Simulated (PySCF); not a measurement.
Compound: 2-mercaptobenzyl alcohol, C₇H₈OS.
Atom-mapped SMILES: `[OH:1][CH2:2][c:3]1[cH:4][cH:5][cH:6][cH:7][c:8]1[SH:9]` (hydrogens: H10 on O1; H11, H12 on C2; H13 on C4; H14 on C5; H15 on C6; H16 on C7; H17 on S9)

Method: PBE0-D3(BJ)/def2-SVP geometry optimisation, gas phase (PySCF); density fitting, grid level 2; the optimiser is geomeTRIC in internal coordinates, started from a GFN2-xTB structure.

Step 0: E = -20247.1962 eV
```
atom  x, y, z in Å  |  force x, y, z in eV/Å
O1      2.7951    0.8383    0.7977    0.040   0.014  -0.191
C2      2.1591    0.1664   -0.2777   -0.094   0.080   0.561
C3      0.6864   -0.0726   -0.0529    0.621  -0.019  -0.097
C4      0.1906   -1.3695   -0.0396   -0.052   0.026  -0.008
C5     -1.1596   -1.6245    0.1206   -0.045  -0.108  -0.006
C6     -2.0427   -0.5688    0.2749    0.035  -0.070  -0.030
C7     -1.5678    0.7274    0.2868    0.044   0.054  -0.030
C8     -0.2098    0.9828    0.1335    0.193   0.631   0.088
S9      0.3016    2.6772    0.1644   -0.624   0.147  -0.262
H10     2.6945    0.3084    1.5965   -0.104   0.006  -0.027
H11     2.3043    0.8162   -1.1476    0.016   0.099  -0.207
H12     2.6607   -0.7890   -0.4764    0.062  -0.215  -0.158
H13     0.8802   -2.1916   -0.1711    0.302  -0.362  -0.062
H14    -1.5192   -2.6420    0.1201   -0.171  -0.454   0.006
H15    -3.0995   -0.7549    0.3931   -0.473  -0.079   0.058
H16    -2.2422    1.5603    0.4155   -0.343   0.354   0.101
H17     1.5816    2.4305    0.4274    0.592  -0.104   0.262
```

Step 1: E = -20247.2517 eV
```
atom  x, y, z in Å  |  force x, y, z in eV/Å
O1      2.8238    0.8709    0.7339   -0.035  -0.022   0.160
C2      2.1698    0.1438   -0.2836    0.074   0.029  -0.172
C3      0.7042   -0.0854   -0.0409   -0.023   0.051   0.046
C4      0.1928   -1.3857   -0.0441    0.071  -0.078  -0.008
C5     -1.1673   -1.6404    0.1052   -0.012  -0.041  -0.010
C6     -2.0423   -0.5705    0.2717   -0.086  -0.014  -0.005
C7     -1.5554    0.7318    0.3055   -0.052   0.067   0.020
C8     -0.1882    0.9900    0.1560    0.005  -0.026  -0.034
S9      0.3277    2.6809    0.1495    0.174   0.000   0.039
H10     2.5840    0.4741    1.5804    0.049  -0.022  -0.010
H11     2.2992    0.7500   -1.1979   -0.026  -0.040   0.013
H12     2.6691   -0.8273   -0.4635   -0.020   0.035   0.023
H13     0.8886   -2.2199   -0.1844   -0.023   0.029   0.003
H14    -1.5409   -2.6671    0.0879    0.012   0.024   0.005
H15    -3.1158   -0.7476    0.3839    0.038   0.006   0.009
H16    -2.2424    1.5701    0.4535    0.032  -0.026   0.008
H17     1.6063    2.4268    0.5517   -0.177   0.028  -0.087
```

Task: Estimate the geometry and energy of step 2. (The exact step hangs on the optimiser's Hessian estimate; all steps are aligned on step 1, rigid shifts and turns removed.)

Result: E = -20247.2520 eV, largest force 0.117 eV/Å
```
atom  x, y, z in Å  |  force x, y, z in eV/Å
O1      2.8170    0.8310    0.7917   -0.071   0.069  -0.050
C2      2.1726    0.1552   -0.2694    0.051  -0.054   0.016
C3      0.7032   -0.0763   -0.0455    0.008   0.000  -0.027
C4      0.1986   -1.3799   -0.0572   -0.046   0.050   0.068
C5     -1.1613   -1.6351    0.1011   -0.023  -0.057   0.007
C6     -2.0413   -0.5707    0.2853    0.028   0.005  -0.003
C7     -1.5599    0.7346    0.3154    0.013  -0.009  -0.011
C8     -0.1948    0.9956    0.1470    0.001  -0.003  -0.043
S9      0.3107    2.6899    0.1015    0.102  -0.055   0.013
H10     2.5800    0.3854    1.6141    0.000   0.010  -0.032
H11     2.3124    0.7878   -1.1628    0.025   0.019   0.037
H12     2.6685   -0.8115   -0.4727   -0.028  -0.008  -0.035
H13     0.8958   -2.2108   -0.2010   -0.009   0.006  -0.004
H14    -1.5311   -2.6623    0.0852   -0.007  -0.005  -0.005
H15    -3.1107   -0.7541    0.4140    0.004  -0.005   0.005
H16    -2.2465    1.5704    0.4720    0.001  -0.001   0.001
H17     1.6000    2.4452    0.4463   -0.049   0.037   0.063
```

The energy changes by -0.0002 eV. The first-order estimate −F·Δx gives -0.0162 eV and the mean of the old and new forces, exact on a quadratic surface, -0.0010 eV. The step makes an angle of 78° with the force vector and moves no atom by more than 0.107 Å.

The cost below is that of the whole optimisation. The run took 1.7 min wall on an Arm Neoverse V2 with one thread, on a shared host, and the process peaked at 0.80 GiB of memory.
